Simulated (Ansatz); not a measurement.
Wavefunction ladder for C$_{2}$H$_{6}$ClGa (`[CH3][Ga]([CH3])[Cl]`)

Cartesian coordinates in Å:
```
C 1.310 -1.212 -0.226
Ga 0.030 0.246 -0.478
C -1.338 0.960 0.724
Cl 0.144 1.230 -2.410
H 1.959 -1.312 -1.096
H 1.925 -1.031 0.659
H 0.780 -2.155 -0.068
H -1.858 1.799 0.263
H -2.067 0.183 0.970
H -0.886 1.291 1.662
```

Charge 0, multiplicity 1. Correlated methods include outer-core shells of Ga, which these sets cover unevenly. Scalar relativity is left out up to krypton. Geometry: relaxed with PBE0-D4/def2-TZVP. Frozen core, restricted reference, Ansatz 0.2.0.

| basis | HF (Eh) | MP2 corr. | CCSD corr. | (T) | CCSD(T) total |
| --- | --- | --- | --- | --- | --- |
| def2-SVP | -2461.60011 | -0.63641 | -0.67211 | -0.01929 | -2462.29151 |
| def2-TZVPP | -2462.09420 | -0.77541 | -0.81380 | -0.03298 | -2462.94098 |
| def2-QZVPP | -2462.15075 | -1.06536 | – | – | – |
